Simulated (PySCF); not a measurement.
PySCF 2.14 output of an unrestricted PW91 calculation on a single atom or ion in aug-cc-pVQZ-DK3, with scalar relativity by spin-free X2C-1e:

```
SCF conv_tol = 1e-09
number electrons alpha = 26  beta = 23
    J. P. Perdew. In P. Ziesche and H. Eschrig, editors, Proceedings of the 75. WE-Heraeus-Seminar and 21st Annual International Symposium on Electronic Structure of Solids, 11. Berlin, 1991. Akademie Verlag.
    J. P. Perdew, J. A. Chevary, S. H. Vosko, K. A. Jackson, M. R. Pederson, D. J. Singh, and C. Fiolhais.,  Phys. Rev. B 46, 6671 (1992)
    J. P. Perdew, J. A. Chevary, S. H. Vosko, K. A. Jackson, M. R. Pederson, D. J. Singh, and C. Fiolhais.,  Phys. Rev. B 48, 4978 (1993)
    J. P. Perdew. In P. Ziesche and H. Eschrig, editors, Proceedings of the 75. WE-Heraeus-Seminar and 21st Annual International Symposium on Electronic Structure of Solids, 11. Berlin, 1991. Akademie Verlag.
    J. P. Perdew, J. A. Chevary, S. H. Vosko, K. A. Jackson, M. R. Pederson, D. J. Singh, and C. Fiolhais.,  Phys. Rev. B 46, 6671 (1992)
    J. P. Perdew, J. A. Chevary, S. H. Vosko, K. A. Jackson, M. R. Pederson, D. J. Singh, and C. Fiolhais.,  Phys. Rev. B 48, 4978 (1993)
cycle= 1 E= -6479.38126634685  delta_E= -0.0115  |g|= 0.0301  |ddm|=  3.2
cycle= 2 E= -6479.38134519527  delta_E= -7.88e-05  |g|= 0.0154  |ddm|= 0.486
cycle= 3 E= -6479.38138303651  delta_E= -3.78e-05  |g|= 0.00269  |ddm|= 0.23
cycle= 4 E= -6479.38138459306  delta_E= -1.56e-06  |g|= 8.03e-05  |ddm|= 0.0419
cycle= 5 E= -6479.38138459547  delta_E= -2.4e-09  |g|= 4.35e-06  |ddm|= 0.00188
cycle= 6 E= -6479.38138459547  delta_E= -4.55e-12  |g|= 1.95e-07  |ddm|= 3.91e-05
converged SCF energy = -6479.38138459547  <S^2> = 3.7506704  2S+1 = 4.0003352
```

The run itself started from symmetry-adapted Hartree-Fock orbitals and held the occupation by maximum overlap, on a logarithmic radial grid, so the iterations belong to that start.

Task: Which element, charge and spin multiplicity is this?

Result: Sb²⁺ (antimony, charge +2), multiplicity 4; the state was [Kr] 4d10 5s1 5p1 5d1, one real determinant (an excited configuration).

⟨L²⟩ = 8.01 against 12 for a pure F term, so this real determinant mixes terms. The outer electron is Rydberg-like, and this basis confines it to a smaller radius and binds it less than a complete one would.
